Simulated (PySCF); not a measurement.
Input of a response calculation (the driver script's job line, then coordinates in Å):

```
{"job": {"kind": "uv", "xc": "wB97X-D", "basis": "def2-SVPD", "nstates": 8, "ntriplets": 3}, "charge": 0, "multiplicity": 1}
C     -0.785448     1.144259    -0.403168
C     -0.549138    -0.173514     0.303582
C     -1.637610    -1.193934     0.013021
S      1.037146    -0.951374    -0.322269
O      1.131718    -0.606758    -1.739856
C      2.206548     0.273367     0.493927
F      2.028985     0.281493     1.843311
H     -1.835335     1.423771    -0.351308
H     -0.200207     1.949497     0.034826
H     -0.509371     1.036994    -1.452866
H     -0.413398    -0.054203     1.378684
H     -2.600314    -0.843832     0.380471
H     -1.715587    -1.356473    -1.059974
H     -1.410736    -2.144154     0.491808
H      3.227518    -0.048604     0.279097
H      2.017630     1.272408     0.099303
```

The program printed:

```
coarse grid: 13720 points
cycle   1  E = -730.3055099411  dE =  1.107e+00  |g| = 9.668e-01  |ddm| = 5.351e+00
cycle   2  E = -730.0106839693  dE =  2.948e-01  |g| = 1.592e+00  |ddm| = 2.787e+00
cycle   3  E = -730.4976939380  dE = -4.870e-01  |g| = 1.309e-01  |ddm| = 1.750e+00
cycle   4  E = -730.5001384715  dE = -2.445e-03  |g| = 7.824e-02  |ddm| = 2.489e-01
cycle   5  E = -730.5012194374  dE = -1.081e-03  |g| = 1.044e-02  |ddm| = 7.772e-02
cycle   6  E = -730.5012457763  dE = -2.634e-05  |g| = 3.056e-03  |ddm| = 2.170e-02
cycle   7  E = -730.5012488447  dE = -3.068e-06  |g| = 8.489e-04  |ddm| = 8.326e-03
final grid: 127744 points
cycle   8  E = -730.5909822456  dE = -1.066e-04  |g| = 6.431e-03  |ddm| = 1.522e-01
cycle   9  E = -730.5909837315  dE = -1.486e-06  |g| = 6.777e-03  |ddm| = 2.034e-02
cycle  10  E = -730.5909912511  dE = -7.520e-06  |g| = 5.708e-04  |ddm| = 5.869e-03
cycle  11  E = -730.5909913223  dE = -7.120e-08  |g| = 3.964e-04  |ddm| = 2.135e-03
cycle  12  E = -730.5909913568  dE = -3.457e-08  |g| = 1.119e-04  |ddm| = 7.479e-04
cycle  13  E = -730.5909913594  dE = -2.574e-09  |g| = 4.398e-05  |ddm| = 1.908e-04
cycle  14  E = -730.5909913599  dE = -5.305e-10  |g| = 1.024e-05  |ddm| = 9.064e-05
converged SCF energy = -730.5909913599

Static polarisability (au): isotropic 74.995, principal 68.140 71.844 85.001

Singlet excitations
state   eV       nm        f      main configurations
  1   5.5629    222.9   0.01537   H->L 0.90
  2   6.3138    196.4   0.05802   H->L+1 0.39, H->L+2 0.37, H->L+4 0.13
  3   6.5165    190.3   0.00551   H-1->L 0.88
  4   7.0888    174.9   0.04720   H->L+1 0.44, H->L+2 0.34, H->L+3 0.08
  5   7.4111    167.3   0.00819   H-1->L+1 0.23, H-1->L+2 0.18, H->L+3 0.15
  6   7.6451    162.2   0.06221   H->L+3 0.48, H-1->L+1 0.19, H->L+4 0.13
  7   7.8443    158.1   0.00296   H->L+4 0.32, H->L+3 0.23, H->L+5 0.15
  8   8.0216    154.6   0.01523   H->L+5 0.53, H->L+4 0.12, H->L+7 0.10

Triplet excitations (Tamm-Dancoff, eV): 4.9350 5.5106 6.0930
```

Level of theory: TDDFT wB97X-D/def2-SVPD, vertical, gas phase, core orbitals frozen in the response in PySCF 2.14.0, density-fitted response routines. The structure is a single GFN2-xTB conformer in the gas phase; no vibrational or solvent corrections.

What transition dipole goes with state 6?

|μ|² = 3f / (2ΔE) = 3 × 0.0622 / (2 × 0.2810) = 0.332 au, so |μ| = 1.46 D.

What share of the summed oscillator strength falls to the strongest level in this window?

State 6 at 162 nm: 0.0622 of 0.2147, or 29%.

How many basis functions and electrons does this run hold?

225 basis functions for 66 electrons in 33 doubly occupied orbitals.

Give the mean polarisability in Å³.

75.00 au × 0.148185 = 11.11 Å³.

How much of the mean polarisability do the listed states account for?

The sum over states Σ f/ΔE² (ΔE in hartree) gives 3.35 au, 4% of the total; the rest comes from higher roots of the same response equations.

Write the structure that the coordinates describe.

`C(C)([S@@](=O)CF)C` (C4H9FOS), point group C1.

The SCF starts on a coarse grid; the energy jumps when the final grid takes over, and dE counts afresh there. H and L stand for HOMO and LUMO.

Conformer computed: `[CH3:1][CH:2]([CH3:3])[S@@:4](=[O:5])[CH2:6][F:7]`: C1–C2–S4–O5 -35°, C2–S4–C6–F7 59°.

Note: wB97X-D ran without an empirical dispersion term, which enters the total energy and its gradient alone.
